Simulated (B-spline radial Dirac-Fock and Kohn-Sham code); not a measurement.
A summary of the ionisation energies of thallium (Z = 81) against charge, from Dirac-Fock energy differences between relaxed states, corrected for Breit and QED terms and from the NIST table. The largest relative steps of the computed values, from charge +5 on, come at Tl⁵⁺ (76 electrons left, 65.90 to 82.41 eV); Tl¹³⁺ (68 electrons left, 215.9 to 313.3 eV); Tl⁵³⁺ (28 electrons left, 3165.1 to 5274.8 eV); Tl⁷¹⁺ (10 electrons left, 8880.3 to 19774.7 eV). The median of |NIST − computed| / NIST over the 76 ions is 1.39 %.

```csv
charge,computed (eV),NIST (eV)
0,4.97,6.108287
5,82.41,80
10,174.9,177
15,362.0,366
23,719.0,700
28,979.1,990
33,1266.8,1290
38,1813.1,1802
43,2119.9,2140
48,2688.4,2635
53,5274.8,5234
58,6019.4,5969
63,7326.4,7146
68,8042.4,8420
73,20562.1,19840
80,98591.6,98592.12
```
